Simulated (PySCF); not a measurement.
C2H8O3Si2.
SMILES: `C1O[SiH](OC1)O[SiH3]`

Computed with PySCF at CAM-B3LYP/def2-SVPD, non-relativistic, on one gas-phase PBE0-D3(BJ)/def2-SVP geometry that isn't relaxed in the solvent. The solvent is an IEF-PCM continuum (cavity from Bondi-type radii × 1.2), and excitations are vertical TDDFT with non-equilibrium linear response and a frozen core. Specific hydrogen bonds and non-electrostatic terms are outside this model.

Gas-phase singlets (H = HOMO, L = LUMO):

| state | E (eV) | λ (nm) | f | leading configurations |
| --- | --- | --- | --- | --- |
| S1 | 7.579 | 164 | 0.001 | H→L 68%, H→L+1 10% |
| S2 | 7.826 | 158 | 0.000 | H-3→L 50%, H→L+1 16% |
| S3 | 7.879 | 157 | 0.001 | H-2→L 41%, H-1→L 25% |
| S4 | 8.117 | 153 | 0.000 | H→L+2 22%, H→L+3 17% |
| S5 | 8.171 | 152 | 0.011 | H→L+3 28%, H→L+1 17% |

What are the lowest 5 singlets in acetonitrile (ε = 35.69)?

| state | E (eV) | λ (nm) | f | leading configurations | change by rank (eV) |
| --- | --- | --- | --- | --- | --- |
| S1 | 7.579 | 164 | 0.001 | H→L 68% | 0.000 |
| S2 | 7.846 | 158 | 0.000 | H-3→L 48%, H-1→L 15% | +0.020 |
| S3 | 7.883 | 157 | 0.001 | H-2→L 40%, H-1→L 18% | +0.004 |
| S4 | 8.055 | 154 | 0.015 | H→L+2 42%, H→L+3 19% | -0.062 |
| S5 | 8.226 | 151 | 0.015 | H→L+1 31%, H→L+3 24% | +0.055 |

How do the frontier levels move from gas to acetonitrile?

```tsv
orbital	gas (eV)	solvent (eV)	change (eV)
LUMO+2	1.58	1.73	+0.15
LUMO+1	1.18	1.34	+0.16
LUMO	0.92	0.96	+0.04
HOMO	-9.60	-9.53	+0.07
HOMO-1	-10.26	-10.23	+0.03
HOMO-2	-10.47	-10.41	+0.06
HOMO-3	-10.59	-10.55	+0.04
```

The HOMO–LUMO gap goes from 10.53 to 10.49 eV. Rows go by rank; for LUMO+2 the atom shares or the degeneracy differ between the runs, so the row needn't follow one orbital.
